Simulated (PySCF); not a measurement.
# GeBi at UHF-CCSD

Level: UHF-CCSD. Ge cc-pVDZ-PP with ECP10, Bi cc-pVDZ-PP with ECP60; scalar-relativistic core potentials (PySCF 2.14).

```
state                          : ²Π (doublet), unpaired electrons π ↑
bond length                    : 2.556 Å
harmonic wavenumber            : 242 cm⁻¹
force constant                 : 1.88 mdyn/Å
rotational constant Be         : 0.04726 cm⁻¹
anharmonicity ωexe             : 0.609 cm⁻¹
vibration–rotation constant αe : 0.000130 cm⁻¹
well depth De to Ge + Bi       : 1.57 eV
dissociation energy D0         : 1.56 eV
```

Correlated steps freeze 8 core orbitals. Correlated levels converge slowly with the basis: in double zeta they bind strong bonds too weakly, by up to about 1 eV, and carry superposition errors of some tenths. These are scalar-relativistic numbers at best; spin–orbit coupling would shift them, the dissociation energy most. The state was picked by a PBE0 search and need not be the measured ground state.
